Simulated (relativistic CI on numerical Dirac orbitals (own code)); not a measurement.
## Hyperfine structure of As²⁸⁺, mass number 75

Calculated at this level of theory: Dirac-Coulomb-Breit CI, separate exchange-only KLI orbitals for each configuration, model QED (radiative potential, 1s self-energy scaled to tabulated hydrogen-like ionisation energies), unscaled Slater integrals (own radial code, finite nucleus).

Configurations in the expansion (outside the closed core 1s2): 2s2 2p, 2s 2p2, 2p3, 2p2 3s, 2p2 3p, 2p2 3d, 2s2 3s, 2s2 3p, 2s2 3d, 2s 2p 3s, 2s 2p 3p, 2s 2p 3d, 2s2 4s, 2s2 4p, 2s2 4d, 2s2 4f. Levels of other configurations are missing.

Nuclear spin I = 3/2, μ = 1.4383 μN, Q = 0.311 b (tables of Stone and Pyykkö). The electronic factors are computed for point nuclear moments, without core polarisation or the Bohr-Weisskopf and QED corrections.

```
         Level  E (cm⁻¹)  A (GHz)  B (GHz)
2s2 2p 2P°_1/2         0    339.6         
2s2 2p 2P°_3/2    336598    62.98       37
 2s 2p2 4P_1/2    600815    783.4         
 2s 2p2 4P_3/2    797631    277.8     29.8
 2s 2p2 4P_5/2    913155      300    -15.7
 2s 2p2 2D_3/2   1180527   -22.89     41.1
 2s 2p2 2P_1/2   1273746    45.02         
 2s 2p2 2D_5/2   1312290    285.8     52.8
```

Levels with J = 0, under 50 % of one LS term, or S terms without an open s electron are left out. Small factors come from cancelling terms and can be off by tens of per cent or more.

At this charge energies of transitions that change n are usually good to better than 1 %, and those within a shell (Δn = 0) to a few per cent.

Q: Give the hyperfine levels of 2s2 2p 2P°_1/2 relative to its centre of gravity.

A: With K = F(F + 1) − I(I + 1) − J(J + 1), E = AK/2: F = 1: -424.5, F = 2: 254.7 GHz.

LS names give the leading component of a level, which can be under half, so a name can repeat, a term be missing and a line seem to break the LS rules.
